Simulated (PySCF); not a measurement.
PySCF job for CH7ClN2Si2, SMILES Cl[Si@]1(N)[SiH2]CN1, TDDFT-CAM-B3LYP/def2-SVPD. The structure is a stationary point at B3LYP-D3(BJ)/def2-SVP. The structure was generated by enumeration; whether it is a known compound was not checked. Other conformers were not sampled.

```python
import numpy as np
from pyscf import gto, scf, dft, tdscf

mol = gto.M(
    atom='''
    N     1.95194881    0.78176412   -0.80430758
    Si    0.50082078    0.19387039   -0.10687743
    Cl    0.71258285    0.74090150    1.91634987
    N     0.20080165   -1.47286955   -0.45638630
    C    -1.23760642   -1.67082795   -0.71915279
    Si   -1.72339487    0.20056959   -0.83697850
    H     2.47511257    1.54145914   -0.38336708
    H     2.15119692    0.65984138   -1.79154670
    H     0.78987229   -2.28960698   -0.31305850
    H    -1.42259870   -2.23139884   -1.65309115
    H    -1.76833074   -2.19264805    0.09886904
    H    -2.02586286    0.62972524   -2.23539070
    H    -2.84087566    0.62784848    0.05339400
    ''',
    basis='def2-SVPD',
    charge=0,
    spin=0,
    max_memory=1600,
    verbose=4,
)
mf = dft.RKS(mol, xc='cam-b3lyp').density_fit(auxbasis='def2-universal-jkfit')
mf.grids.level = 3
mf.conv_tol = 1e-9
mf.max_cycle = 100
mf.kernel()
mf.grids = dft.Grids(mol).set(level=1).build(with_non0tab=True)  # coarser grid for the response kernel
td = tdscf.TDDFT(mf)
td.singlet = True
td.nstates = 10
td.conv_tol = 1e-4
td.positive_eig_threshold = 1e-6
td.kernel(x0=td.get_init_guess(mf, 15))
td.analyze()
tt = tdscf.TDA(mf)
tt.singlet = False
tt.nstates = 4
tt.conv_tol = 1e-4
tt.positive_eig_threshold = 1e-6
tt.kernel(x0=tt.get_init_guess(mf, 9))
tt.analyze(verbose=3)
```

Output:

```
PySCF version 2.14.0

[INPUT] verbose = 4
[INPUT] num. atoms = 13
[INPUT] num. electrons = 72
[INPUT] charge = 0
[INPUT] spin (= nelec alpha-beta = 2S) = 0
[INPUT] symmetry False subgroup None
[INPUT] Mole.unit = angstrom
[INPUT] Symbol           X                Y                Z      unit          X                Y                Z       unit  Magmom
[INPUT]  1 N      1.951948810000   0.781764120000  -0.804307580000 AA    3.688648660071   1.477320080812  -1.519921046112 Bohr   0.0
[INPUT]  2 Si     0.500820780000   0.193870390000  -0.106877430000 AA    0.946414111691   0.366361940763  -0.201969071597 Bohr   0.0
[INPUT]  3 Cl     0.712582850000   0.740901500000   1.916349870000 AA    1.346586427562   1.400100920279   3.621376413146 Bohr   0.0
[INPUT]  4 N      0.200801650000  -1.472869550000  -0.456386300000 AA    0.379460123861  -2.783320066711  -0.862445114004 Bohr   0.0
[INPUT]  5 C     -1.237606420000  -1.670827950000  -0.719152790000 AA   -2.338737183803  -3.157407226768  -1.359001814817 Bohr   0.0
[INPUT]  6 Si    -1.723394870000   0.200569590000  -0.836978500000 AA   -3.256744308780   0.379021594016  -1.581660137149 Bohr   0.0
[INPUT]  7 H      2.475112570000   1.541459140000  -0.383367080000 AA    4.677284884768   2.912935606808  -0.724458786374 Bohr   0.0
[INPUT]  8 H      2.151196920000   0.659841380000  -1.791546700000 AA    4.065173018808   1.246919493855  -3.385532602368 Bohr   0.0
[INPUT]  9 H      0.789872290000  -2.289606980000  -0.313058500000 AA    1.492642301483  -4.326730125093  -0.591594825967 Bohr   0.0
[INPUT] 10 H     -1.422598700000  -2.231398840000  -1.653091150000 AA   -2.688321928162  -4.216732682272  -3.123889532442 Bohr   0.0
[INPUT] 11 H     -1.768330740000  -2.192648050000   0.098869040000 AA   -3.341660796249  -4.143504302062   0.186835407799 Bohr   0.0
[INPUT] 12 H     -2.025862860000   0.629725240000  -2.235390700000 AA   -3.828325971328   1.190008237326  -4.224276204400 Bohr   0.0
[INPUT] 13 H     -2.840875660000   0.627848480000   0.053394000000 AA   -5.368476951343   1.186461674924   0.100900036695 Bohr   0.0

nuclear repulsion = 446.939131408016
number of shells = 83
number of NR pGTOs = 289
number of NR cGTOs = 191
basis = def2-SVPD
ecp = {}


[settings echo left out]
init E= -1191.11510478373
  HOMO = -0.280162595618377  LUMO = -0.0152752102127658  gap/eV = 7.20795
cycle= 1 E= -1190.57016325237  delta_E= 0.545  |g|= 0.492  |ddm|= 4.77
  HOMO = -0.263229634132326  LUMO = 0.0256382066755956  gap/eV = 7.86049
cycle= 2 E= -1190.57422941817  delta_E= -0.00407  |g|= 0.512  |ddm|= 1.38
  HOMO = -0.312492432122593  LUMO = 0.0322135667596708  gap/eV = 9.37993
cycle= 3 E= -1190.63140859674  delta_E= -0.0572  |g|= 0.0575  |ddm|= 0.613
  HOMO = -0.30904999799801  LUMO = 0.0337250472722257  gap/eV = 9.32738
cycle= 4 E= -1190.63212481018  delta_E= -0.000716  |g|= 0.0273  |ddm|= 0.117
  HOMO = -0.310734387744071  LUMO = 0.0334937152321044  gap/eV = 9.36692
cycle= 5 E= -1190.63231320583  delta_E= -0.000188  |g|= 0.00546  |ddm|= 0.0472
  HOMO = -0.310402702490845  LUMO = 0.0337213989287341  gap/eV = 9.36409
cycle= 6 E= -1190.63232016004  delta_E= -6.95e-06  |g|= 0.00253  |ddm|= 0.0113
  HOMO = -0.31050250338217  LUMO = 0.0337089001418349  gap/eV = 9.36647
cycle= 7 E= -1190.63232165009  delta_E= -1.49e-06  |g|= 0.000585  |ddm|= 0.00393
  HOMO = -0.310551550748168  LUMO = 0.0336949157408445  gap/eV = 9.36742
cycle= 8 E= -1190.63232175006  delta_E= -1e-07  |g|= 0.000158  |ddm|= 0.00132
  HOMO = -0.310531053402129  LUMO = 0.0337012336340713  gap/eV = 9.36704
cycle= 9 E= -1190.63232175941  delta_E= -9.35e-09  |g|= 3.59e-05  |ddm|= 0.000515
  HOMO = -0.310531684507166  LUMO = 0.033702070266772  gap/eV = 9.36708
cycle= 10 E= -1190.63232175996  delta_E= -5.51e-10  |g|= 1.41e-05  |ddm|= 0.000125
  HOMO = -0.310533758898301  LUMO = 0.0337010959418499  gap/eV = 9.36711
Extra cycle  E= -1190.63232175998  delta_E= -1.8e-11  |g|= 1.35e-05  |ddm|= 4.86e-05
converged SCF energy = -1190.63232175998
tot grids = 51864
Overwritten attributes  positive_eig_threshold  of <class 'pyscf.tdscf.rks.TDDFT'>


******** <class 'pyscf.tdscf.rks.TDDFT'> for <class 'pyscf.df.df_jk.DFRKS'> ********
nstates = 10 singlet
deg_eia_thresh = 1.000e-03
wfnsym = None
conv_tol = 0.0001
eigh lindep = 1e-12
eigh level_shift = 0
eigh max_cycle = 100


Excitation energies (eV)
[6.35907585 6.38720582 6.56857455 6.64392901 6.701947   6.81928713
 7.03446459 7.15290552 7.42073398 7.65682323]

** Singlet excitation energies and oscillator strengths **
Excited State   1:      6.35908 eV    194.97 nm  f=0.0190
      35 -> 37       -0.22275
      35 -> 38       -0.21522
      35 -> 40        0.15640
      36 -> 37       -0.14507
      36 -> 38        0.42773
      36 -> 39        0.36627
Excited State   2:      6.38721 eV    194.11 nm  f=0.0116
      35 -> 37       -0.26807
      36 -> 37       -0.49369
      36 -> 38       -0.33580
      36 -> 40        0.15178
Excited State   3:      6.56857 eV    188.75 nm  f=0.0623
      35 -> 37       -0.43877
      35 -> 39        0.36449
      35 -> 40        0.13951
      36 -> 37        0.25841
      36 -> 39       -0.14873
      36 -> 42       -0.13004
Excited State   4:      6.64393 eV    186.61 nm  f=0.0341
      35 -> 37        0.17624
      35 -> 38        0.42485
      35 -> 39        0.14188
      35 -> 40        0.10896
      36 -> 37        0.11287
      36 -> 39        0.43689
Excited State   5:      6.70195 eV    185.00 nm  f=0.1665
      35 -> 37       -0.24398
      35 -> 38       -0.14785
      35 -> 39       -0.30179
      36 -> 37        0.29278
      36 -> 38       -0.32959
      36 -> 39        0.23372
      36 -> 40       -0.13902
Excited State   6:      6.81929 eV    181.81 nm  f=0.0317
      35 -> 39        0.24774
      35 -> 40       -0.34249
      36 -> 37       -0.12253
      36 -> 40       -0.50262
Excited State   7:      7.03446 eV    176.25 nm  f=0.0201
      35 -> 37       -0.21869
      35 -> 38        0.42702
      35 -> 39       -0.37750
      36 -> 38        0.19214
      36 -> 39       -0.16119
Excited State   8:      7.15291 eV    173.33 nm  f=0.1736
      35 -> 40       -0.48727
      35 -> 41        0.10611
      36 -> 39        0.11957
      36 -> 40        0.35049
      36 -> 41       -0.14063
      36 -> 42        0.12923
Excited State   9:      7.42073 eV    167.08 nm  f=0.0327
      34 -> 37       -0.16162
      34 -> 38        0.35670
      35 -> 41       -0.13916
      36 -> 37        0.11961
      36 -> 38       -0.10109
      36 -> 41        0.46259
Excited State  10:      7.65682 eV    161.93 nm  f=0.0134
      34 -> 38        0.26814
      35 -> 38        0.12339
      35 -> 41       -0.31577
      35 -> 42        0.18006
      35 -> 44       -0.11577
      36 -> 41       -0.29255
      36 -> 42        0.25648
      36 -> 44       -0.17538

** Transition electric dipole moments (AU) **
state          X           Y           Z        Dip. S.      Osc.
  1        -0.2624      0.0463      0.2255      0.1219      0.0190
  2        -0.1500      0.1150     -0.1968      0.0744      0.0116
  3         0.5533     -0.2812     -0.0417      0.3870      0.0623
  4         0.2583      0.3108      0.2146      0.2094      0.0341
  5         0.7094     -0.1225      0.7040      1.0138      0.1665
  6        -0.4275      0.0762      0.0385      0.1900      0.0317
  7         0.2106     -0.1976     -0.1816      0.1164      0.0201
  8         0.8666      0.4400      0.2141      0.9904      0.1736
  9         0.3532      0.2322     -0.0371      0.1800      0.0327
 10         0.0680      0.1819      0.1844      0.0717      0.0134

** Transition velocity dipole moments (imaginary part, AU) **
state          X           Y           Z        Dip. S.      Osc.
  1        -0.0617      0.0121      0.0548      0.0070      0.0198
  2        -0.0373      0.0289     -0.0473      0.0045      0.0127
  3         0.1385     -0.0738     -0.0114      0.0248      0.0684
  4         0.0668      0.0761      0.0525      0.0130      0.0355
  5         0.1796     -0.0332      0.1811      0.0662      0.1791
  6        -0.1081      0.0145      0.0131      0.0121      0.0321
  7         0.0554     -0.0498     -0.0497      0.0080      0.0207
  8         0.2333      0.1197      0.0602      0.0724      0.1836
  9         0.0977      0.0701     -0.0134      0.0146      0.0358
 10         0.0160      0.0541      0.0555      0.0063      0.0148

** Transition magnetic dipole moments (imaginary part, AU) **
state          X           Y           Z
  1        -0.4398     -0.7171     -0.5965
  2         0.1040     -0.2161      0.0605
  3         0.0167     -0.0463      0.2934
  4        -0.5662     -0.1125      0.2897
  5        -0.1918      0.1698      0.7455
  6         0.2575      0.1561     -0.7035
  7        -0.1746      0.1866      0.4340
  8        -0.0777      0.2553      0.6178
  9        -0.3323     -0.2737     -0.0593
 10         0.2915     -0.4381      0.1972
Overwritten attributes  positive_eig_threshold  of <class 'pyscf.tdscf.rks.TDA'>


******** <class 'pyscf.tdscf.rks.TDA'> for <class 'pyscf.df.df_jk.DFRKS'> ********
nstates = 4 triplet
deg_eia_thresh = 1.000e-03
wfnsym = None
conv_tol = 0.0001
eigh lindep = 1e-12
eigh level_shift = 0
eigh max_cycle = 100


Excitation energies (eV)
[5.5898764  5.68652869 6.02170403 6.09090255]

** Triplet excitation energies and oscillator strengths **
Excited State   1:      5.58988 eV    221.80 nm  f=0.0000
Excited State   2:      5.68653 eV    218.03 nm  f=0.0000
Excited State   3:      6.02170 eV    205.90 nm  f=0.0000
Excited State   4:      6.09090 eV    203.56 nm  f=0.0000
```

The run converged.

Cost: roughly 18 core-minutes.
